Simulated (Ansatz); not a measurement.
Total energies of Cu(PH3)Br (CuPH₃Br) from Ansatz at PBE0-D4/def2-TZVP, gas phase (1 Eh = 27.2114 eV = 2625.5 kJ/mol). The reference geometry is relaxed at PBE0-D4/def2-TZVP.

```xyz
6

Cu   -0.652   -0.198   -1.245
P     0.347    0.106    0.659
H     0.928   -1.001    1.310
H    -0.391    0.619    1.744
H     1.447    0.984    0.724
Br   -1.679   -0.510   -3.193
```

```csv
state,geometry,energy (Eh)
charge 0 singlet,reference,-4557.25628
charge 1 doublet,reference,-4556.92645
free Cu atom (doublet),–,-1640.24417
free P atom (quartet),–,-341.13505
free H atom (doublet),–,-0.50104
free Br atom (doublet),–,-2573.81189
```

**Question.** Work out the vertical ionisation energy to the doublet.

**Answer.** E(charge 1 doublet) − E(charge 0 singlet) = -4556.92645 − (-4557.25628) = 0.32983 Eh = 8.98 eV. For comparison, −ε of the highest occupied level is 6.78 eV at this level, 2.20 eV less.

**Question.** What is the binding energy per atom against free atoms?

**Answer.** Atoms: 1 × (-1640.24417) + 1 × (-341.13505) + 3 × (-0.50104) + 1 × (-2573.81189) = -4556.69423 Eh. Binding: -4556.69423 − (-4557.25628) = 0.56205 Eh = 15.29 eV, or 2.55 eV for each of 6 atoms (no zero-point energy, no counterpoise term).
